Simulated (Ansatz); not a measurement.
Compare A (`BO[SiH](C)F`) with its isomer B (`CB(F)O[SiH3]`).

Isolated molecules relaxed with PBE0-D4/def2-TZVP in Ansatz; ΔE leaves out vibrations. CCSD(T)/CBS adds triple-zeta CCSD(T) − MP2 to the extrapolated MP2 energy (def2 sets, frozen cores). DFT in def2-TZVPP. B3LYP here is the variant with VWN-RPA as its local correlation; programs differ in this. One conformer a species, not always the lowest.

A:

```xyz
11

B     0.7097   -0.5660    2.1096
O     0.2162   -0.7098    0.8621
Si    0.4358    0.1522   -0.5253
C    -1.1794    0.3208   -1.3917
F     1.4407   -0.6879   -1.4341
H     0.3994   -1.3769    2.9352
H     1.4326    0.3606    2.3676
H     1.0983    1.4384   -0.2087
H    -1.6152   -0.6621   -1.5852
H    -1.8836    0.8936   -0.7832
H    -1.0544    0.8371   -2.3463
```

B:

Z-matrix (Å, degrees):
```
C
B 1 1.559
H 1 1.089 2 112.7
H 1 1.094 2 110.2 3 -121.7
H 1 1.094 2 110.2 3 121.7
F 2 1.342 1 119.1 3 179.7
O 2 1.351 1 123.2 3 -0.3
Si 7 1.659 2 131.9 1 180.0
H 8 1.483 7 110.2 2 -61.0
H 8 1.484 7 110.2 2 60.6
H 8 1.481 7 106.4 2 179.8
```

Which isomer does CCSD(T)/CBS put lower? Give the gap. (Best estimate.)

The calculation gave: B, by 0.1 kJ/mol. So small a gap doesn't settle the order.

Give E(B) − E(A) in kJ/mol with B2PLYP, B3LYP-D4, PBE-D4, ωB97M-V, MP2/def2-TZVPP, PBE0-D4, CCSD(T)/def2-TZVPP. (Estimate.)

Computed: B2PLYP -4.1, B3LYP-D4 -5.9, PBE-D4 -11.4, ωB97M-V -4.4, MP2/def2-TZVPP -0.6, PBE0-D4 -10.1, CCSD(T)/def2-TZVPP -5.2. None reverses the order clearly.

Largest T1 diagnostic: 0.012.
